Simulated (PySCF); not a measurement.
# Stretching ZnO

Set-up: Zn def2-SVP, O def2-SVP; no relativity (PySCF 2.14). Energies in eV from Zn + O in their ground configurations at the same level. State: ³Π (triplet), unpaired electrons σ ↑, π ↑.

| R (Å) | M06-L |
| --- | --- |
| 1.611 | -0.693 |
| 1.686 | -1.113 |
| 1.761 | -1.338 |
| 1.817 | -1.417 |
| 1.873 | -1.440 |
| 1.929 | -1.420 |
| 2.004 | -1.351 |
| 2.098 | -1.220 |
| 2.210 | -1.037 |
| 2.360 | -0.803 |

**Question.** Put a parabola through the three lowest points of the M06-L curve and estimate Re, k and ωe (reduced mass 12.79 u; 1 eV/Å² = 0.16022 mdyn/Å; ωe = 1302.8·√(k/μ) cm⁻¹).

**Answer.** Through R = 1.817, 1.873, 1.929 Å the second-order coefficient is 6.86 eV/Å², so Re ≈ 1.875 Å, k ≈ 2.20 mdyn/Å and ωe ≈ 540 cm⁻¹. A polynomial fit of higher order to the unrounded M06-L energies gives Re = 1.872 Å, k = 2.10 mdyn/Å, ωe = 528 cm⁻¹; anharmonicity and rounding make the difference.

The higher-order fit for each curve: M06-L: Re = 1.872 Å, ωe = 528 cm⁻¹, De = 1.44 eV.

The state was picked by a PBE0 search and need not be the measured ground state.
